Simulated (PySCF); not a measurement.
Isomers of C5H18Si4.

All values: PBE0/pcSseg-1 (PySCF) at PBE0-D3(BJ)/def2-SVP geometries, gas phase, one conformer each.

(1) Rank by the lowest IAO charge on any atom, lowest value first.
A. `[SiH3:1][SiH2:2][SiH2:3][SiH2:4][CH:5]1[CH2:6][CH2:7][CH2:8][CH2:9]1` with Si1–Si2–Si3–Si4 -52°, Si2–Si3–Si4–C5 -45°, Si3–Si4–C5–C6 -177°, Si4–C5–C6–C7 167°, C5–C6–C7–C8 -29°, C6–C7–C8–C9 5°, C7–C8–C9–C5 20°
B. `[CH3:1][C@H:2]1[CH2:3][C@H:4]([Si@@H:5]([SiH3:6])[SiH2:7][SiH3:8])[CH2:9]1` with C3–C4–Si5–Si6 -54°, C4–Si5–Si7–Si8 50°, C1–C2–C3–C4 140°, C2–C3–C4–Si5 101°, C3–C4–C9–C2 17°, C1–C2–C9–C4 -140°
C. `[CH3:1][Si:2]([SiH3:3])([SiH3:4])[SiH2:5][CH:6]1[CH2:7][CH2:8][CH2:9]1` with C1–Si2–Si5–C6 -63°, Si2–Si5–C6–C7 50°, Si5–C6–C7–C8 -102°, C6–C7–C8–C9 -15°, C7–C8–C9–C6 15°, Si5–C6–C9–C8 102°

## Answers

(1) C (-0.666 e), B (-0.411 e), A (-0.363 e).

All values together:

| SMILES | μ (D) | HOMO (eV) | LUMO (eV) | lowest IAO charge (e) | highest IAO charge (e) | lowest Hirshfeld charge (e) | highest Hirshfeld charge (e) |
| --- | --- | --- | --- | --- | --- | --- | --- |
| [SiH3][SiH2][SiH2][SiH2]C1CCCC1 | 0.99 | -7.74 | -0.15 | -0.363 (C) | +0.451 (Si) | -0.110 (C) | +0.235 (Si) |
| [SiH3][SiH2][Si@@H]([SiH3])C1CCCC1 | 1.13 | -7.53 | -0.36 | -0.357 (C) | +0.325 (Si) | -0.108 (C) | +0.207 (Si) |
| C[C@H]1C[C@H]([Si@@H]([SiH3])[SiH2][SiH3])C1 | 1.21 | -7.52 | -0.37 | -0.411 (C) | +0.326 (Si) | -0.116 (C) | +0.208 (Si) |
| C[Si]([SiH3])([SiH3])[SiH2]C1CCC1 | 1.75 | -7.48 | -0.30 | -0.666 (C) | +0.452 (Si) | -0.204 (C) | +0.230 (Si) |

Conformers: `[SiH3:1][SiH2:2][SiH2:3][SiH2:4][CH:5]1[CH2:6][CH2:7][CH2:8][CH2:9]1` with Si1–Si2–Si3–Si4 -52°, Si2–Si3–Si4–C5 -45°, Si3–Si4–C5–C6 -177°, Si4–C5–C6–C7 167°, C5–C6–C7–C8 -29°, C6–C7–C8–C9 5°, C7–C8–C9–C5 20°; `[SiH3:1][SiH2:2][Si@@H:3]([SiH3:4])[CH:5]1[CH2:6][CH2:7][CH2:8][CH2:9]1` with Si1–Si2–Si3–Si4 -172°, Si2–Si3–C5–C6 -176°, Si3–C5–C6–C7 163°, C5–C6–C7–C8 -42°, C6–C7–C8–C9 31°, C7–C8–C9–C5 -8°; `[CH3:1][C@H:2]1[CH2:3][C@H:4]([Si@@H:5]([SiH3:6])[SiH2:7][SiH3:8])[CH2:9]1` with C3–C4–Si5–Si6 -54°, C4–Si5–Si7–Si8 50°, C1–C2–C3–C4 140°, C2–C3–C4–Si5 101°, C3–C4–C9–C2 17°, C1–C2–C9–C4 -140°; `[CH3:1][Si:2]([SiH3:3])([SiH3:4])[SiH2:5][CH:6]1[CH2:7][CH2:8][CH2:9]1` with C1–Si2–Si5–C6 -63°, Si2–Si5–C6–C7 50°, Si5–C6–C7–C8 -102°, C6–C7–C8–C9 -15°, C7–C8–C9–C6 15°, Si5–C6–C9–C8 102°.
